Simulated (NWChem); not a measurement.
System: CH$_{4}$O$_{2}$Si, singlet; SMILES CO[Si]O

Parts of the log:

```
             Northwest Computational Chemistry Package (NWChem) 7.3.0
             --------------------------------------------------------

 CS  symmetry detected

                             Geometry "geometry" -> ""
                             -------------------------

 Output coordinates in angstroms (scale by  1.889725989 to convert to a.u.)

  No.       Tag          Charge          X              Y              Z
 ---- ---------------- ---------- -------------- -------------- --------------
    1 Si                  14.0000    -0.62940162    -0.61097523     0.00000000
    2 O                    8.0000     0.47692034    -1.85636336     0.00000000
    3 H                    1.0000     1.41175658    -1.58593804     0.00000000
    4 O                    8.0000     0.43886886     0.68244720     0.00000000
    5 C                    6.0000     0.03992386     2.04709169     0.00000000
    6 H                    1.0000     0.44349410     2.54279968     0.88970637
    7 H                    1.0000     0.44349410     2.54279968    -0.88970637
    8 H                    1.0000    -1.05297891     2.16277094     0.00000000

 Effective nuclear repulsion energy (a.u.)     160.8219853078

      Symmetry information
      --------------------

 Group name             Cs
 Group number              2
 Group order               2
 No. of unique centers     7

                                 NWChem DFT Module
                                 -----------------

 Summary of "ao basis" -> "ao basis" (spherical)
 ------------------------------------------------------------------------------
       Tag                 Description            Shells   Functions and Types
 ---------------- ------------------------------  ------  ---------------------
 Si                        def2-tzvp                13       37   5s5p2d1f
 O                         def2-tzvp                11       31   5s3p2d1f
 H                         def2-tzvp                 4        6   3s1p
 C                         def2-tzvp                11       31   5s3p2d1f

      Symmetry analysis of basis
      --------------------------

        a'        104
        a"         50

            General Information
            -------------------
          SCF calculation type: DFT
          Wavefunction type:  closed shell.
          No. of atoms     :     8
          No. of electrons :    40
           Alpha electrons :    20
            Beta electrons :    20
          Charge           :     0
          Spin multiplicity:     1
          Use of symmetry is: on ; symmetry adaption is: on
          Maximum number of iterations: 150
          AO basis - number of functions:   154
                     number of shells:    62
          Convergence on energy requested:  1.00D-06
          Convergence on density requested:  1.00D-05
          Convergence on gradient requested:  5.00D-04

              XC Information
              --------------
                         B3LYP Method XC Potential
                     Hartree-Fock (Exact) Exchange  0.200
                        Slater Exchange Functional  0.800 local
                    Becke 1988 Exchange Functional  0.720 non-local
              Lee-Yang-Parr Correlation Functional  0.810
                  VWN I RPA Correlation Functional  0.190 local

             Grid Information
             ----------------
          Grid used for XC integration:  medium
          Radial quadrature: Mura-Knowles
          Angular quadrature: Lebedev.
          Tag              B.-S. Rad. Rad. Pts. Rad. Cut. Ang. Pts.
          ---              ---------- --------- --------- ---------
          Si                  1.10       88          11.0       590
          O                   0.60       49          12.0       434
          H                   0.35       45          12.0       434
          C                   0.70       49          11.0       434
          Grid pruning is: on
          Number of quadrature shells:   370
          Spatial weights used:  Erf1

      Superposition of Atomic Density Guess
      -------------------------------------

 Sum of atomic energies:        -478.07459000

      Non-variational initial energy
      ------------------------------

 Total energy =    -479.414163
 1-e energy   =    -978.617959
 2-e energy   =     338.381811
 HOMO         =      -0.284690
 LUMO         =      -0.020481

      Symmetry analysis of molecular orbitals - initial
      -------------------------------------------------

  Numbering of irreducible representations:

     1 a'          2 a"

  Orbital symmetries:

     1 a'          2 a'          3 a'          4 a'          5 a'
     6 a'          7 a'          8 a"          9 a'         10 a'
    11 a'         12 a'         13 a'         14 a'         15 a"
    16 a'         17 a"         18 a'         19 a"         20 a'
    21 a"         22 a'         23 a'         24 a'         25 a'
    26 a'         27 a"         28 a'         29 a"         30 a'

     ---------------------------------------------
      Total Density - Mulliken Population Analysis
     ---------------------------------------------

    Atom       Charge   Shell Charges
 -----------   ------   -------------------------------------------------------
    1 Si  14    13.20   2.00  0.59  1.38  1.04  0.89  4.09  1.74  0.39  0.59  0.20  0.12  0.10  0.06
    2 O    8     8.84   0.79  1.18  0.60  0.96  0.22  2.02  2.21  0.85  0.00  0.01  0.00
    3 H    1     0.57   0.19  0.26  0.08  0.04
    4 O    8     8.65   0.79  1.18  0.59  0.96  0.20  1.99  2.19  0.72  0.00  0.02  0.00
    5 C    6     6.16   0.86  1.12  0.54  0.65  0.13  1.13  1.27  0.37  0.02  0.07  0.01
    6 H    1     0.86   0.25  0.46  0.13  0.02
    7 H    1     0.86   0.25  0.46  0.13  0.02
    8 H    1     0.87   0.25  0.45  0.15  0.02

[...]
```

Level: B3LYP/def2-TZVP. Low-valent species are run as closed-shell singlets; no triplet was tried in these runs. Coordinates come from a B3LYP/6-31G* (spherical d) optimisation.

Problem. Which NWChem input produces such a log?

Solution. One answer among several that fit: the input that was run:
```
start job
memory heap 200 mb stack 900 mb global 1100 mb
geometry units angstroms noautoz
  Si    -0.620044    -0.615777     0.057931
  O      0.479486    -1.866285     0.010990
  H      1.414076    -1.600266    -0.042152
  O      0.452051     0.672554    -0.012490
  C      0.059302     2.038979    -0.005913
  H      0.510741     2.541869     0.856346
  H      0.418004     2.523667    -0.920558
  H     -1.031629     2.159763     0.049788
end
basis spherical
  * library def2-tzvp
end
dft
  xc b3lyp
  iterations 150
  mulliken
end
task dft energy
```
